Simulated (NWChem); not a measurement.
System: C₂H₅ClOSi; SMILES O=CC[SiH2]Cl

NWChem input:

```
start job
memory heap 200 mb stack 900 mb global 1100 mb
geometry units angstroms noautosym nocenter noautoz
  O      0.584877    -2.705407     0.410522
  C      0.575571    -1.753869    -0.323539
  C     -0.657812    -0.990745    -0.702177
  Si    -0.891443     0.602536     0.283656
  Cl     0.721051     1.857525    -0.061958
  H      1.526578    -1.356161    -0.762902
  H     -0.625228    -0.704220    -1.766774
  H     -1.545883    -1.616656    -0.511724
  H     -0.958272     0.313756     1.740788
  H     -2.129671     1.287272    -0.178362
end
basis spherical
  O library def2-svp
  C library def2-svp
  Si library def2-svp
  Cl library def2-svp
  H library def2-svp
end
dft
  xc pbe0
  iterations 150
end
cosmo
  do_cosmo_smd true
  solvent toluene
end
task dft energy
```

Excerpt of the output:

```
             Northwest Computational Chemistry Package (NWChem) 7.3.0
             --------------------------------------------------------

                             Geometry "geometry" -> ""
                             -------------------------

 Output coordinates in angstroms (scale by  1.889725989 to convert to a.u.)

  No.       Tag          Charge          X              Y              Z
 ---- ---------------- ---------- -------------- -------------- --------------
    1 O                    8.0000     0.58487700    -2.70540700     0.41052200
    2 C                    6.0000     0.57557100    -1.75386900    -0.32353900
    3 C                    6.0000    -0.65781200    -0.99074500    -0.70217700
    4 Si                  14.0000    -0.89144300     0.60253600     0.28365600
    5 Cl                  17.0000     0.72105100     1.85752500    -0.06195800
    6 H                    1.0000     1.52657800    -1.35616100    -0.76290200
    7 H                    1.0000    -0.62522800    -0.70422000    -1.76677400
    8 H                    1.0000    -1.54588300    -1.61665600    -0.51172400
    9 H                    1.0000    -0.95827200     0.31375600     1.74078800
   10 H                    1.0000    -2.12967100     1.28727200    -0.17836200

 Effective nuclear repulsion energy (a.u.)     265.9630695980

                                 NWChem DFT Module
                                 -----------------

 Summary of "ao basis" -> "ao basis" (spherical)
 ------------------------------------------------------------------------------
       Tag                 Description            Shells   Functions and Types
 ---------------- ------------------------------  ------  ---------------------
 O                          def2-svp                 6       14   3s2p1d
 C                          def2-svp                 6       14   3s2p1d
 Si                         def2-svp                 8       18   4s3p1d
 Cl                         def2-svp                 8       18   4s3p1d
 H                          def2-svp                 3        5   2s1p

 in cosmo_initialize ...
 calling solv_data for solv:toluene

 solvent parameters
 solvname_short: toluene
 solvname_long:  toluene
 dielec:        2.3741
 dielecinf:     2.2383
 nonaqueous SMD model solvent descriptors
 dielec:        2.3741
 sola:          0.0000
 solb:          0.1400
 solc:          0.8570
 solg:         40.2000
 solh:          0.0000
 soln:          1.4961

          ---------------
          -cosmo- solvent
          ---------------
 Cosmo: York-Karplus, doi: 10.1021/jp992097l
 dielectric constant -eps-     =   2.37
 screen = (eps-1)/(eps    )    =   0.57879
 surface charge correction     = lagrangian

   van der Waals surface
 --------------------------

 ---------- ATOMIC COORDINATES (A.U.) ------------ VDWR(ANG.) --
     1    1.10525727   -5.11247792    0.77577409     2.294
     2    1.08767148   -3.31433183   -0.61140006     1.850
     3   -1.24308443   -1.87223657   -1.32692213     1.850
     4   -1.68458300    1.13862794    0.53603212     2.470
     5    1.36258881    3.51021327   -0.11708364     2.380
     6    2.88481412   -2.56277269   -1.44167574     1.200
     7   -1.18150960   -1.33078284   -3.33871874     1.200
     8   -2.92129528   -3.05503686   -0.96701814     1.200
     9   -1.81087150    0.59291287    3.28961232     1.200
    10   -4.02449464    2.43259135   -0.33705531     1.200
 number of segments per atom =        128
 number of   points per atom =        128
 atom (   nspa,  nppa )
 ----------------------
    1 (     94,     0 )       0
    2 (     20,     0 )       0
    3 (     19,     0 )       0
    4 (     67,     0 )       0
    5 (     90,     0 )       0
    6 (     53,     0 )       0
    7 (     48,     0 )       0
    8 (     46,     0 )       0
    9 (     31,     0 )       0
   10 (     32,     0 )       0
 number of -cosmo- surface points =      500
 molecular surface =    160.745 angstrom**2
 molecular volume  =    154.048 angstrom**3
 -lineq- algorithm             =   0
 -bem- low  level              =   3
 -bem- from -octahedral-
 gaussian surface charge width =   4.50000
 degree of switching           =   1.00000
 switching function tolerance  =   0.00010
 atomic radii =
 --------------
    1  8.000  2.294
    2  6.000  1.850
    3  6.000  1.850
    4 14.000  2.470
    5 17.000  2.380
    6  1.000  1.200
    7  1.000  1.200
    8  1.000  1.200
    9  1.000  1.200
   10  1.000  1.200
 ...... end of -cosmo- initialization ......

 nat:                    10
 ixmem:                  5529
 calling mnsol_interface()
 G(SMD-CDS) energy (kcal/mol)  =    -2.349
 SMD-CDS SASA (angstrom**2)    =   159.680

            General Information
            -------------------
          SCF calculation type: DFT
          Wavefunction type:  closed shell.
          No. of atoms     :    10
          No. of electrons :    56
           Alpha electrons :    28
            Beta electrons :    28
          Charge           :     0
          Spin multiplicity:     1
          Use of symmetry is: off; symmetry adaption is: off
          Maximum number of iterations: 150
          AO basis - number of functions:   103
                     number of shells:    49
          Convergence on energy requested:  1.00D-06
          Convergence on density requested:  1.00D-05
          Convergence on gradient requested:  5.00D-04

              XC Information
              --------------
                         PBE0 Method XC Functional
                     Hartree-Fock (Exact) Exchange  0.250
          PerdewBurkeErnzerhof Exchange Functional  0.750
            Perdew 1991 LDA Correlation Functional  1.000 local
           PerdewBurkeErnz. Correlation Functional  1.000 non-local

             Grid Information
             ----------------
          Grid used for XC integration:  medium
          Radial quadrature: Mura-Knowles
          Angular quadrature: Lebedev.
          Tag              B.-S. Rad. Rad. Pts. Rad. Cut. Ang. Pts.
          ---              ---------- --------- --------- ---------
          O                   0.60       49          12.0       434
          C                   0.70       49          11.0       434
          Si                  1.10       88          10.0       590
          Cl                  1.00       88          11.0       590
          H                   0.35       45          11.0       434
          Grid pruning is: on
          Number of quadrature shells:   548
          Spatial weights used:  Erf1

      Superposition of Atomic Density Guess
      -------------------------------------

 Sum of atomic energies:        -900.49923350

      Non-variational initial energy
      ------------------------------

 Total energy =    -902.629680
 1-e energy   =   -1771.133464
 2-e energy   =     602.540715
 HOMO         =      -0.325387
 LUMO         =      -0.019886

   convergence    iter        energy       DeltaE   RMS-Dens  Diis-err
 ---------------- ----- ----------------- --------- --------- ---------
     COSMO gas phase
 d= 0,ls=0.0,diis     1   -903.2514076987 -1.17D+03  2.18D-02  9.82D-01
 d= 0,ls=0.0,diis     2   -902.9774286807  2.74D-01  1.53D-02  3.83D+00
 d= 0,ls=0.0,diis     3   -903.3731798831 -3.96D-01  1.98D-03  3.57D-02
 d= 0,ls=0.0,diis     4   -903.3761359851 -2.96D-03  8.81D-04  9.17D-03
 d= 0,ls=0.0,diis     5   -903.3773715509 -1.24D-03  1.15D-04  1.15D-04
  Resetting Diis
 d= 0,ls=0.0,diis     6   -903.3773857359 -1.42D-05  2.63D-05  8.70D-06
 d= 0,ls=0.0,diis     7   -903.3773866907 -9.55D-07  2.58D-05  1.05D-06
 d= 0,ls=0.0,diis     8   -903.3773865450  1.46D-07  1.25D-05  2.63D-06
 d= 0,ls=0.0,diis     9   -903.3773868130 -2.68D-07  1.77D-06  9.83D-08

   convergence    iter        energy       DeltaE   RMS-Dens  Diis-err
 ---------------- ----- ----------------- --------- --------- ---------
     COSMO solvation phase
 d= 0,ls=0.0,diis     1   -903.3848947819 -7.51D-03  1.06D-03  1.02D-03
 d= 0,ls=0.0,diis     2   -903.3850064073 -1.12D-04  3.29D-04  1.86D-03
 d= 0,ls=0.0,diis     3   -903.3851977432 -1.91D-04  7.49D-05  9.14D-05
 d= 0,ls=0.0,diis     4   -903.3852053658 -7.62D-06  3.06D-05  1.29D-05
 d= 0,ls=0.0,diis     5   -903.3852068775 -1.51D-06  7.49D-06  5.53D-07
 d= 0,ls=0.0,diis     6   -903.3852069516 -7.41D-08  1.55D-06  2.58D-08

         Total DFT energy =     -903.385206951594
      One electron energy =    -1773.873653377438
           Coulomb energy =      674.836125254546
    Exchange-Corr. energy =      -70.015639390005
 Nuclear repulsion energy =      265.963069597970

             COSMO energy =       -0.295109036668

 Numeric. integr. density =       55.999970619340

                                COSMO-SMD solvation results
                                ---------------------------

             internal energy in gas <Psi(g)|H|Psi(g)> =      -903.377386813029
         internal energy in solvent <Psi(s)|H|Psi(s)> =      -903.377042099107
                               delta internal energy  =         0.000344713922 (    0.22 kcal/mol)
   total free energy in solvent <Psi(s)|H+V/2|Psi(s)> =      -903.381464229544
 polarization energy contribution <Psi(s)|V/2|Psi(s)> =        -0.004422130438 (   -2.77 kcal/mol)
    total free energy in solvent including G(SMD-CDS) =      -903.385206951594
                       G(SMD-CDS) energy contribution =        -0.003742722050 (   -2.35 kcal/mol)
     1 M fixed-concentration free energy of solvation =        -0.007820138565 (   -4.91 kcal/mol)

                       DFT Final Molecular Orbital Analysis
                       ------------------------------------

 Vector   26  Occ=2.000000D+00  E=-3.299845D-01
              MO Center=  9.0D-03,  1.3D+00,  5.6D-02, r^2= 3.4D+00
   Bfn.  Coefficient  Atom+Function         Bfn.  Coefficient  Atom+Function
  ----- ------------  ---------------      ----- ------------  ---------------
    72      0.345736   5 Cl py               71     -0.310873   5 Cl px
    73     -0.289115   5 Cl pz               69      0.246956   5 Cl py
    68     -0.225441   5 Cl px               99     -0.225854  10 H  s
    70     -0.208731   5 Cl pz              100     -0.175911  10 H  s
    94      0.149941   9 H  s                66      0.144113   5 Cl py

 Vector   27  Occ=2.000000D+00  E=-3.262173D-01
              MO Center=  8.8D-02,  6.0D-01,  5.7D-02, r^2= 4.3D+00
   Bfn.  Coefficient  Atom+Function         Bfn.  Coefficient  Atom+Function
  ----- ------------  ---------------      ----- ------------  ---------------
    73      0.422383   5 Cl pz               70      0.303101   5 Cl pz
    72      0.240090   5 Cl py               33      0.197025   3 C  py
    94     -0.187847   9 H  s                67      0.176573   5 Cl pz
    69      0.170604   5 Cl py               31      0.168766   3 C  s
    34      0.168175   3 C  pz               36      0.148325   3 C  py

 Vector   28  Occ=2.000000D+00  E=-2.705346D-01
              MO Center=  5.0D-01, -2.1D+00,  4.3D-02, r^2= 2.3D+00
   Bfn.  Coefficient  Atom+Function         Bfn.  Coefficient  Atom+Function
  ----- ------------  ---------------      ----- ------------  ---------------
     4      0.548991   1 O  px                7      0.407418   1 O  px
    31      0.271146   3 C  s                79     -0.253812   6 H  s
    32      0.182113   3 C  px               80     -0.181857   6 H  s
    33     -0.160959   3 C  py               18     -0.157898   2 C  px
    35      0.148298   3 C  px               36     -0.132565   3 C  py

 Vector   29  Occ=0.000000D+00  E=-2.516386D-02
              MO Center=  2.5D-01, -1.6D+00, -9.5D-02, r^2= 3.2D+00
   Bfn.  Coefficient  Atom+Function         Bfn.  Coefficient  Atom+Function
  ----- ------------  ---------------      ----- ------------  ---------------
    23      0.419488   2 C  pz               20      0.382903   2 C  pz
     9     -0.329252   1 O  pz               53      0.319633   4 Si px
     6     -0.309496   1 O  pz               22      0.300723   2 C  py
   100      0.288683  10 H  s                19      0.267329   2 C  py
    45     -0.261188   4 Si s                 8     -0.255613   1 O  py

 Vector   30  Occ=0.000000D+00  E= 2.319417D-02
              MO Center= -7.9D-01,  6.3D-01,  2.5D-01, r^2= 3.9D+00
   Bfn.  Coefficient  Atom+Function         Bfn.  Coefficient  Atom+Function
  ----- ------------  ---------------      ----- ------------  ---------------
    54      0.806901   4 Si py               53      0.710294   4 Si px
    64     -0.556112   5 Cl s                31      0.505567   3 C  s
    71      0.488034   5 Cl px               45      0.460479   4 Si s
    72      0.315547   5 Cl py               50      0.215533   4 Si px
    63     -0.196979   5 Cl s                85     -0.195264   7 H  s

 Vector   31  Occ=0.000000D+00  E= 4.880631D-02
              MO Center= -8.3D-01,  4.9D-01,  1.2D-01, r^2= 4.5D+00
   Bfn.  Coefficient  Atom+Function         Bfn.  Coefficient  Atom+Function
  ----- ------------  ---------------      ----- ------------  ---------------
    31      1.692581   3 C  s                54      0.894168   4 Si py
    53     -0.829118   4 Si px               55      0.805381   4 Si pz
   100     -0.648623  10 H  s                85     -0.474748   7 H  s
    95     -0.462495   9 H  s                36      0.370403   3 C  py
    90     -0.354232   8 H  s                17     -0.344028   2 C  s

     Multipole analysis of the density
     ---------------------------------

     L   x y z        total         alpha         beta         nuclear
     -   - - -        -----         -----         ----         -------
     0   0 0 0     -0.000000    -28.000000    -28.000000     56.000000

     1   1 0 0     -0.713865     -0.574968     -0.574968      0.436071
     1   0 1 0      0.417951      0.372928      0.372928     -0.327905
     1   0 0 1     -0.644281      1.030144      1.030144     -2.704568

     2   2 0 0    -31.677952    -83.420413    -83.420413    135.162873
     2   1 1 0      0.894159      3.533529      3.533529     -6.172900
     2   1 0 1     -0.649158      1.964218      1.964218     -4.577593
     2   0 2 0    -41.088800   -294.343750   -294.343750    547.598701
     2   0 1 1      2.904930     -3.105397     -3.105397      9.115725
     2   0 0 2    -32.030074    -39.501647    -39.501647     46.973221
```

Level: PBE0/def2-SVP, SMD on the gas-phase geometry. All runs use the structure optimised with PBE0/def2-SVP. Solvent: toluene.
